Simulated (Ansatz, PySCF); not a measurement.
Pair of molecules: GeH4 (SMILES [GeH4]) (first 5 atoms) with Si2H6 (SMILES [SiH3][SiH3]); geometry from B3LYP-D3(BJ)/def2-TZVP, rigid monomers moved along the line of their centres of mass till Ge1···Si7 is 3.75 Å.
(charge 0, multiplicity 1):
```xyz
13

Ge     0.012     0.138     0.045
H     -1.318     0.717    -0.457
H      0.690     1.148     0.982
H      0.934    -0.149    -1.150
H     -0.253    -1.166     0.811
Si     1.165    -0.012     3.710
Si    -1.175    -0.115     3.593
H      1.623     1.396     3.628
H      1.786    -0.780     2.605
H      1.625    -0.585     4.999
H     -1.765     0.501     4.807
H     -1.626    -1.525     3.509
H     -1.682     0.615     2.406
```

Monomers are frozen at their geometry in the pair; levels with a basis set take the counterpoise correction.

The values were computed with Ansatz (Gaussian orbitals); PySCF for the dispersion terms. Each number belongs to the level named beside it.

Question: Give the interaction energy at the level B3LYP-D4/def2-TZVPPD.

Answer: -0.5 kcal/mol

Question: Predict the interaction energy from PBE/def2-TZVPPD.

Answer: 1.4 kcal/mol

Question: Predict the interaction energy from wB97M-V/def2-TZVPPD.

Answer: -1.1 kcal/mol

Ansatz is an electronic-structure program.
